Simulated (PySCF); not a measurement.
C5H7FSSi, SMILES FC[SiH2]c1cccs1 at its GFN2-xTB optimised geometry (Å):

```
15

F     -3.3766    -2.3018     0.6194
C     -2.4552    -1.2738     0.6512
Si    -0.7721    -1.8761    -0.0405
C      0.3782    -0.3960     0.0000
C      1.7435    -0.3960     0.0000
C      2.3174     0.8917     0.0000
C      1.3788     1.8733    -0.0039
S     -0.2155     1.2389    -0.0073
H     -2.3960    -0.9474     1.6927
H     -2.8838    -0.4585     0.0621
H     -0.9730    -2.3462    -1.4147
H     -0.2392    -2.9355     0.8189
H      2.3195    -1.3042     0.0027
H      3.3766     1.0779     0.0034
H      1.5224     2.9355    -0.0037
```

Method: B3LYP/def2-TZVP (PySCF 2.14.0).

Map of the log10 of the electron density (e/bohr³), floored at −4 on the plane z = 1.2 Å:

```
|                         |
|                         |
|                         |
|               ..        |
|             .:::.       |
|          ..::-==-.      |
|        .:---==++=:.     |
|        :-=++++*+=-:.    |
|       .-=*******+==-.   |
|       .-+*##*****++=:.  |
|     ..:-+*##*++***+=:.  |
|    :----=+***++**+=-:   |
|   :-++++==+******+=:.   |
|   :=*#%*+=+*****+=-.    |
|  .-+#@@%*++****++=-.    |
| .-+*#@@%#*++++=+==:.    |
| :=*%%%%#****+=----.     |
| :=#@@%****##+=:::.      |
| .=*%%#+=+#%%*=:.        |
|  -=**+=-=*##*=:         |
|  .:-=-::-+++=-.         |
|    ...  :----.          |
|          ....           |
|                         |
|                         |
```
Scale: ten equal steps from -4.00 (start of ' ') to -0.534 (end of '@'), in the order ' .:-=+*#%@'; x runs from -5.50 to 5.50, y from -5.50 (bottom) to 5.50 (top).
